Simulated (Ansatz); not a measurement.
Job for Ansatz (a program for electronic structure): R-CCSD(T)/def2-SVPD on GaH4IO (a complex), monomers drawn apart or pushed together. Elements past Kr take the def2 small-core potentials; no spin–orbit coupling. The run froze 24 orbitals, filled d shells among them.

Ansatz 0.2 input:
```yaml
crystal:
  periodic: [false, false, false]
  atoms:
    - {symbol: Ga, position_ang: [-0.02731395, -1.20651865, 1.50893176]}
    - {symbol: I, position_ang: [-0.16180392, 1.06806160, 0.28493848]}
    - {symbol: H, position_ang: [1.39649928, -1.83709612, 1.48392398]}
    - {symbol: H, position_ang: [-1.41062723, -1.91961830, 1.66194848]}
    - {symbol: O, position_ang: [0.04675517, -0.46771751, 5.17852431]}
    - {symbol: H, position_ang: [0.21123626, 0.46105601, 4.94655322]}
    - {symbol: H, position_ang: [-0.82465383, -0.49368534, 5.59603546]}
basis:
  gaussian:
    orbitals: def2-SVPD
magnetization: {spin_polarized: false}
correlation: {method: ccsd_t, electrons: outside_noble_gas}
scf: {lower_state_search: off}
```

It printed:

```
WARN ansatz: RAYON_NUM_THREADS=1 ignored (pool sized by the plan → 1); use --threads N
Functional definition: HF
these checks for a lower state are left out or cut short: stability, starts, cluster_reference, orbital_swaps, neighbouring_geometries, increment
integrals: 0.28 GiB planned
1346 factors; integrals over basis functions are off by at most 1.1e-3 eV
mean field: 0.54 GiB planned
mean field evaluation 1: about -62497.6240 eV, gradient 3.3e1 eV
mean field evaluation 2: about -62497.7092 eV, gradient 3.3e1 eV
mean field evaluation 4: about -62500.0877 eV, gradient 2.3e0 eV
mean field evaluation 8: about -62500.1114 eV, gradient 1.6e-1 eV
mean field -62500.11156152 eV, -2296.8367357886 hartree, gradient 1.3e-6 eV, S^2 0.000000; 0 other end points of the search recorded, 0 dependent functions left out
24 core orbitals not correlated, not the lowest: weight in the atoms' cores, before any rotation towards them, 0.998 or more for the frozen orbitals, at most 0.001 for the correlated occupied ones
reference -62500.11156152 eV, -2296.8367357886 hartree; 10, 10 occupied and 94, 94 virtual orbitals, 1346 factors
second order -10.55711497 eV of doubles, -0.00000000 eV of singles
coupled cluster: 0.64 GiB planned
cycle   1  -11.12377497 eV  change   -5.7e-1 eV  update   8.2e-2
cycle   2  -11.42391216 eV  change   -3.0e-1 eV  update   2.5e-2
cycle   3  -11.49009168 eV  change   -6.6e-2 eV  update   1.3e-2
cycle   4  -11.48609250 eV  change    4.0e-3 eV  update   3.4e-3
cycle   5  -11.48481206 eV  change    1.3e-3 eV  update   1.4e-3
cycle   6  -11.48492574 eV  change   -1.1e-4 eV  update   5.6e-4
cycle   7  -11.48482076 eV  change    1.0e-4 eV  update   2.1e-4
cycle   8  -11.48479063 eV  change    3.0e-5 eV  update   8.1e-5
cycle   9  -11.48480889 eV  change   -1.8e-5 eV  update   3.0e-5
cycle  10  -11.48480739 eV  change    1.5e-6 eV  update   9.9e-6
perturbative correction -0.27337341 eV, -0.0100462877 hartree
Total energy: -62511.86974232 eV, -2297.2688409630 hartree
Checks for a lower state left out: stability, starts, cluster_reference, orbital_swaps, neighbouring_geometries, increment
```

The run converged.

Cost: very roughly 9 core-seconds.
